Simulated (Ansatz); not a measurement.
Coupled-cluster run, C2H4B2O (`BC#CBO`).

```yaml
crystal:
  periodic: [false, false, false]
  atoms:
    - {symbol: B, position_ang: [1.290100, -0.110867, 2.188111]}
    - {symbol: C, position_ang: [0.501541, -0.019673, 0.926932]}
    - {symbol: C, position_ang: [-0.135204, 0.047393, -0.113639]}
    - {symbol: B, position_ang: [-0.988582, 0.182058, -1.358655]}
    - {symbol: O, position_ang: [-0.583006, -0.401423, -2.508233]}
    - {symbol: H, position_ang: [1.091930, -1.010001, 2.947892]}
    - {symbol: H, position_ang: [2.115372, 0.716214, 2.432751]}
    - {symbol: H, position_ang: [-2.010821, 0.806644, -1.297215]}
    - {symbol: H, position_ang: [-1.192932, -0.256546, -3.235143]}
basis:
  gaussian: {orbitals: def2-SVP}
correlation: {method: ccsd_t}
```

```sh
$ ansatz run in.yaml --threads 2 --pin off --events-out ev --progress --plain --max-ram 4352MiB
```

Output of Ansatz, abridged:

```
Functional definition: HF
  name "HF"
  cite "Fock, Z. Phys. 61, 126 (1930) doi:10.1007/BF01340294"
  parent pbe
  exchange = exact_x
  correlation = 0
914 factors; integrals over basis functions are off by at most 1.0e-3 eV
mean field evaluation 1: about -5497.3297 eV, gradient 3.4e1 eV
mean field evaluation 2: about -5497.4347 eV, gradient 3.4e1 eV
mean field evaluation 4: about -5500.4749 eV, gradient 3.9e0 eV
mean field evaluation 8: about -5500.5329 eV, gradient 1.5e-1 eV
mean field evaluation 16: about -5500.4189 eV, gradient 8.9e-1 eV
mean field -5500.53347633 eV, -202.1408768597 hartree, gradient 6.3e-6 eV, S^2 0.000000; 0 other end points of the search recorded, 0 dependent functions left out
5 core orbitals not correlated: weight in the atoms' cores, before any rotation towards them, 1.000 or more for the frozen orbitals, at most 0.000 for the correlated occupied ones
reference -5500.53347633 eV, -202.1408768597 hartree; 12, 12 occupied and 73, 73 virtual orbitals, 914 factors
second order -16.00489794 eV of doubles, -0.00000000 eV of singles
cycle   1  -16.39942604 eV  change   -3.9e-1 eV  update   1.1e-1
cycle   2  -16.92249423 eV  change   -5.2e-1 eV  update   3.4e-2
cycle   3  -17.04901090 eV  change   -1.3e-1 eV  update   1.9e-2
cycle   4  -17.04715178 eV  change    1.9e-3 eV  update   6.2e-3
cycle   5  -17.04618937 eV  change    9.6e-4 eV  update   3.1e-3
cycle   6  -17.04666473 eV  change   -4.8e-4 eV  update   9.2e-4
cycle   7  -17.04651631 eV  change    1.5e-4 eV  update   3.9e-4
cycle   8  -17.04654294 eV  change   -2.7e-5 eV  update   1.5e-4
cycle   9  -17.04655542 eV  change   -1.2e-5 eV  update   6.3e-5
cycle  10  -17.04654446 eV  change    1.1e-5 eV  update   2.5e-5
perturbative correction -0.61340959 eV, -0.0225423867 hartree
Total energy: -5518.19343038 eV, -202.7898682008 hartree
```

Hardware: 2 threads of an Arm Neoverse V1 on a shared host. Wall time 4.8 s, peak host memory 0.33 GiB.

Correlation energy per correlated electron: -0.736 eV. T1 diagnostic: 0.0174.
